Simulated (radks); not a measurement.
The numbers below are computed, except where a source is named.
Valence configurations of Al+ (all share [Ne]). Code: a radial shooting solver on a logarithmic mesh with Libxc functionals. Model: Dirac Kohn-Sham, PBEsol, spin-unpolarised, spherical densities, point nucleus; open shells are shared between the two j in proportion to 2j + 1. Energies are relative to 3s2; eigenvalues in eV.

| valence | E (eV) | e(3p1/2) | e(3p3/2) | e(3s1/2) |
|---|---|---|---|---|
| 3s2 | 0.000 | - | - | -14.774 |
| 3s1.5 3p0.5 | 2.885 | -9.401 | -9.377 | -15.177 |
| 3s1 3p1 | 5.791 | -9.739 | -9.714 | -15.556 |
| 3s0.5 3p1.5 | 8.718 | -10.056 | -10.031 | -15.913 |
| 3p2 | 11.664 | -10.355 | -10.329 | - |

NIST lists [Ne] 3s2 as the ground configuration; this level of theory agrees among the configurations tried. The energies are those of spherical spin-averaged densities, not of single terms.
